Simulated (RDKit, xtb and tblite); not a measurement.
Torsional profile of SMILES O=C(O)CCc1ccccc1 (C9H10O2). Scanned: dihedral O1–C2–O3–H12 and dihedral O1–C2–C4–C5; all other coordinates were relaxed at GFN2-xTB. Points at φ and −φ are mirror images. Heavy atoms are numbered in the order of the SMILES O=C(O)CCc1ccccc1, hydrogens after them in the order of the atoms that carry them; the mirror image has the same energies with the sign of each dihedral reversed.

- GFN2-xTB (xtb and tblite)
- MMFF94 // GFN2-xTB (RDKit)
- UFF // GFN2-xTB (RDKit)

Energies in kcal/mol at chosen points (x: dihedral O1–C2–O3–H12 (°); y: dihedral O1–C2–C4–C5 (°)), relative to x = 180, y = -90:

```csv
method,"(60, 150)","(90, 120)","(-60, 150)","(-60, 60)","(150, 180)","(60, 30)","(120, 90)"
GFN2-xTB,4.6,8.0,3.4,3.1,2.0,3.5,6.6
MMFF94,7.7,12.6,5.3,4.2,7.8,5.8,10.7
UFF,7.4,9.1,6.8,6.6,21.9,7.8,5.4
```
